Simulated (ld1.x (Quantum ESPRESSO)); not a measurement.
# What one change does to a pseudopotential (Er (Z = 68), RRKJ)

```json
{
 "Element": "erbium",
 "Generator": "ld1.x (Quantum ESPRESSO) 7.5",
 "Type": "norm-conserving RRKJ (Kleinman–Bylander form)",
 "Functional": "PBE",
 "Relativity": "scalar-relativistic",
 "Frozen core": "[Kr] 4d10",
 "Valence charge": "22",
 "Reference configuration": "4f12 5s2 5p6 5d0 6s0 6p0 (charge +2)",
 "Partial waves": "5s (bound): rc 2.00 bohr; 5p (bound): rc 2.40 bohr; 4f (bound): rc 0.70 bohr; 5d (bound, empty): rc 2.50 bohr",
 "Local potential": "the d channel",
 "Core correction": "a·sin(br)/r model core inside 0.55 bohr"
}
```

All-electron outer shells of the reference configuration (PBE, scalar-relativistic, ld1.x):

```json
{"shell": "4p", "level (eV)": "-328.82", "outermost node (bohr)": "0.27", "outermost maximum (bohr)": "0.49"}
{"shell": "4d", "level (eV)": "-179.63", "outermost node (bohr)": "0.25", "outermost maximum (bohr)": "0.51"}
{"shell": "5s", "level (eV)": "-66.32", "outermost node (bohr)": "0.60", "outermost maximum (bohr)": "1.11"}
{"shell": "5p", "level (eV)": "-40.77", "outermost node (bohr)": "0.65", "outermost maximum (bohr)": "1.28"}
{"shell": "4f", "level (eV)": "-17.44", "outermost node (bohr)": "–", "outermost maximum (bohr)": "0.51"}
{"shell": "6s", "level (eV)": "-14.88", "outermost node (bohr)": "1.50", "outermost maximum (bohr)": "2.98"}
{"shell": "5d", "level (eV)": "-13.48", "outermost node (bohr)": "0.73", "outermost maximum (bohr)": "1.88"}
{"shell": "6p", "level (eV)": "-10.30", "outermost node (bohr)": "1.80", "outermost maximum (bohr)": "3.69"}
```

Change: wave 4f (bound): rc 0.70 bohr becomes 4f (bound): rc 0.98 bohr.

Cutoffs: the cutoffs (Ry, on a coarse ladder) from which the occupation-weighted sum of valence levels, in a spherical-Bessel basis at the reference potential, stays within 10 and 1 mRy of its value at 400 Ry; they do not see the model core or the augmentation charge, which bear on the density cutoff. Errors are all-electron minus pseudo energies relative to the spin-unpolarised reference configuration.

Q: Predict the effect on cutoff, ghosts and configuration errors.

A: The number of tests that count goes from 7 to 2; neither file shows a bound ghost at the reference potential, the only one tested.

| quantity | base | changed |
| --- | --- | --- |
| cutoff, loose | over 300 Ry | 300 Ry |
| cutoff, tight | over 300 Ry | over 300 Ry |
| loose cutoff by channel (10 mRy a level) | s 21 Ry, p 15 Ry, f over 300 Ry | s 21 Ry, p 15 Ry, f 230 Ry |
| bound ghosts | none | none |
| tests counted (converged, no solver errors) | 7 of 7 | 2 of 7 |
| error for 4f11 5s2 5p6 5d0 6s0 6p0, meV [ΔE 26.21 eV] | -56 | +17 |
| error for 4f10 5s2 5p6 5d0 6s0 6p0, meV [ΔE 71.87 eV] | -325 | +89 |
| s: phases at 2.72 bohr within 0.05 rad from the reference energy up to (Ry; the scan ends near 5) | -1.6 | -1.6 |
| p: phases at 2.72 bohr within 0.05 rad from the reference energy up to (Ry; the scan ends near 5) | -0.9 | -0.9 |
| d: phases at 2.72 bohr within 0.05 rad from the reference energy up to (Ry; the scan ends near 5) | 2.3 | 2.3 |
| f: phases at 2.72 bohr within 0.05 rad from the reference energy up to (Ry; the scan ends near 5) | 0.3 | 0.3 |

Changed file: Tests not counted: 4f12 5s2 5p6 5d0 6s2 6p0 (solver errors, printed error -5036 eV); 4f12 5s2 5p6 5d0 6s1 6p0 (solver errors, printed error -5211 eV); 4f12 5s2 5p6 5d0.5 6s1.5 6p0 (solver errors, printed error -5054 eV); 4f12 5s2 5p6 5d0 6s1 6p1 (solver errors, printed error -5211 eV); 4f12 5s2 5p6 5d0 6s0 6p2 (solver errors, printed error -5062 eV).
